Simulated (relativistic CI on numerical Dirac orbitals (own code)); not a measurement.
# Slater and spin-orbit integrals, Re XXIII

Method of calculation: Dirac-Coulomb-Breit CI, KLI orbitals optimised for each configuration, QED by a radiative potential, unscaled Slater integrals (own radial code, finite nucleus).

Slater integrals F^k, G^k are unscaled and averaged over j, outside the closed core [Ar] 3d10 4p6 4d10; ζ comes from projecting the Hamiltonian with its Breit term on Σ l·s of the shell.

- 4s2 4f7: F^2(4f,4f) = 219770, F^4(4f,4f) = 142140, F^6(4f,4f) = 103580, ζ(4f) = 7355.4 cm⁻¹; <r>(4f) = 0.4685, <r^2>(4f) = 0.2546 (bohr units).
- 4s2 4f6 5s: F^2(4f,4f) = 222450, F^4(4f,4f) = 143990, F^6(4f,4f) = 104960, ζ(4f) = 7564.8, G^3(4f,5s) = 34063 cm⁻¹; <r>(4f) = 0.4637, <r^2>(4f) = 0.2493, <r>(5s) = 0.8288, <r^2>(5s) = 0.7648 (bohr units).
- 4s2 4f5 5s2: F^2(4f,4f) = 225390, F^4(4f,4f) = 146010, F^6(4f,4f) = 106480, ζ(4f) = 7777 cm⁻¹; <r>(4f) = 0.4587, <r^2>(4f) = 0.2436 (bohr units).

Averages of the first 5 configurations, taken without configuration mixing, which lowers the lowest level and can move excited configurations by several eV; other configurations of the list can lie among them:

| Configuration | Parity | States | Average energy above the lowest level (eV) |
| --- | --- | --- | --- |
| 4s2 4f7 | odd | 3432 | 26.5 |
| 4s2 4f6 5s | even | 6006 | 90.5 |
| 4s2 4f5 5s2 | odd | 2002 | 163.7 |
| 4s2 4f6 6s | even | 6006 | 321.1 |
| 4f9 | odd | 2002 | 1233.5 |
